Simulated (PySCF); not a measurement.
Compound: C₇H₁₁F.
Numbering: `[CH3:1][C@@H:2]1[CH2:3][C@H:4]([F:5])[C@@H:6]2[CH2:7][C@H:8]12` (hydrogens: H9, H10, H11 on C1; H12 on C2; H13, H14 on C3; H15 on C4; H16 on C6; H17, H18 on C7; H19 on C8)

Structure used (GFN2-xTB), in Å, numbered top down from 1:
```xyz
19
C7H11F angstrom
C      1.9529   -0.0864    0.9140
C      0.9265   -0.3648   -0.1784
C      0.4009    0.9119   -0.8542
C     -1.0357    0.6004   -1.2926
F     -1.8225    1.7376   -1.2169
C     -1.5202   -0.4845   -0.3593
C     -1.3045   -0.2306    1.1052
C     -0.3224   -1.0594    0.3375
H      2.8084    0.4470    0.5065
H      1.5152    0.5151    1.7069
H      2.3026   -1.0207    1.3476
H      1.3868   -1.0084   -0.9368
H      1.0226    1.2190   -1.6935
H      0.3699    1.7369   -0.1415
H     -1.0944    0.2762   -2.3392
H     -2.3562   -1.0869   -0.6813
H     -1.0319    0.7629    1.4222
H     -1.9592   -0.7398    1.7960
H     -0.2485   -2.1163    0.5505
```

PySCF, density fitting, gas phase, GFN2-xTB geometry. The standard run uses grid level 2 after a coarse-grid start, the def2-universal JK fitting basis (with tight functions added where the orbital basis needs them), an energy threshold of 1e-9 Eh and DIIS. The changed runs have no coarse-grid stage.

Question: Standard PBE0/def2-SVPD: E = -372.518128 Eh, HOMO -8.139 eV, LUMO 0.682 eV, dipole 2.171 D, 13 cycles (coarse-grid cycles included). What changes at PBE0/def2-SVPD with: start guess vsap?

Answer: E = -372.518128 Eh (0.000 mEh), HOMO -8.139 eV (0.000), LUMO 0.682 eV (0.000), dipole 2.172 D (+0.001), 14 SCF cycles. The result matches the standard run within 0.02 mEh and 0.003 eV; such settings steer the iterations and don't enter the energy expression.

The cycles:
```
cycle   1  E = -358.1295685363  dE =  1.216e+01  |g| = 6.282e+00  |ddm| = 4.118e+02
cycle   2  E = -310.9249369094  dE =  4.720e+01  |g| = 1.364e+01  |ddm| = 4.383e+02
cycle   3  E = -369.4121740820  dE = -5.849e+01  |g| = 3.511e+00  |ddm| = 1.666e+02
cycle   4  E = -371.0696877946  dE = -1.658e+00  |g| = 2.744e+00  |ddm| = 1.181e+01
cycle   5  E = -372.4348984173  dE = -1.365e+00  |g| = 5.618e-01  |ddm| = 6.993e+00
cycle   6  E = -372.4778126977  dE = -4.291e-02  |g| = 4.581e-01  |ddm| = 2.155e+00
cycle   7  E = -372.5174285489  dE = -3.962e-02  |g| = 5.116e-02  |ddm| = 6.666e-01
cycle   8  E = -372.5179433057  dE = -5.148e-04  |g| = 2.708e-02  |ddm| = 2.118e-01
cycle   9  E = -372.5181232217  dE = -1.799e-04  |g| = 4.275e-03  |ddm| = 7.734e-02
cycle  10  E = -372.5181273192  dE = -4.098e-06  |g| = 1.249e-03  |ddm| = 1.442e-02
cycle  11  E = -372.5181276911  dE = -3.719e-07  |g| = 3.065e-04  |ddm| = 4.310e-03
cycle  12  E = -372.5181277115  dE = -2.041e-08  |g| = 9.511e-05  |ddm| = 9.172e-04
cycle  13  E = -372.5181277137  dE = -2.203e-09  |g| = 2.482e-05  |ddm| = 3.184e-04
cycle  14  E = -372.5181277138  dE = -1.265e-10  |g| = 7.524e-06  |ddm| = 7.893e-05
```
